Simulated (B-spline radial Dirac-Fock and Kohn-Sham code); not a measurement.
**Auger decay of the 1s hole in Rh²⁺**

System: the Rh²⁺ ion, [Kr] 4d7, inside a Watson sphere of charge -2 and radius 2 Å (a model of the Madelung potential; inside it an electron's potential energy is raised by 14.4 eV).

Input file task.json (cfg lists n, l and occupation; rrms is the nuclear radius in fm):

```json
{"items": [{
  "Z": 45,
  "q": 2,
  "cfg": [[1, 0, 2], [2, 0, 2], [2, 1, 6], [3, 0, 2], [3, 1, 6], [3, 2, 10], [4, 0, 2], [4, 1, 6], [4, 2, 7]],
  "A": 103,
  "rrms": 4.4945,
  "watson": [-2, 2.0],
  "do": ["binding", "quiet", "decay"],
  "holes": ["K", "L1", "L2", "L3", "M1", "M2", "M3", "M4", "M5", "N1", "N2", "N3"]
}]}
```

Command: `python xray_run.py task.json out`

The computed values come from a radial finite-basis atomic code: independent-particle radiative and Coulomb Auger rates from relativistic LDA hole-state orbitals, with Dirac-Fock energies. Kinetic energies are configuration averages from the vacuum level; the two-hole energies are estimated from single-hole states.

| transition | kinetic energy (eV) | width (meV) | share (%) |
| --- | --- | --- | --- |
| K-L1L1 | 16253.5 | 67.5 | 6.2 |
| K-L1L2 | 16531.6 | 83.8 | 7.7 |
| K-L1L3 | 16676.6 | 127 | 11.7 |
| K-L2L2 | 16768.7 | 13.7 | 1.3 |
| K-L2L3 | 16923.5 | 311 | 28.6 |
| K-L3L3 | 17066.4 | 160 | 14.7 |
| K-L1M1 | 19109.4 | 22.3 | 2.0 |
| K-L1M2 | 19212.0 | 14.6 | 1.3 |
| K-L1M3 | 19238.4 | 22.1 | 2.0 |
| K-L2M1 | 19377.2 | 11.6 | 1.1 |
| K-L2M3 | 19507.4 | 46.0 | 4.2 |
| K-L3M1 | 19519.9 | 17.6 | 1.6 |
| K-L3M2 | 19623.7 | 45.1 | 4.1 |
| K-L3M3 | 19651.6 | 48.0 | 4.4 |
| K-L3M4 | – | 7.65 | 0.7 |
| K-L3N3 | 20128.3 | 7.85 | 0.7 |

A dash stands for an energy that rests on an unreliable hole state.

The listed channels hold 92 % of the non-radiative rate. Summed by principal shells, of 1.09 eV in all: KLL 70.1 %, KLM 23.6 %, KLN 3.8 %, KMM 1.9 %, KMN 0.6 %.
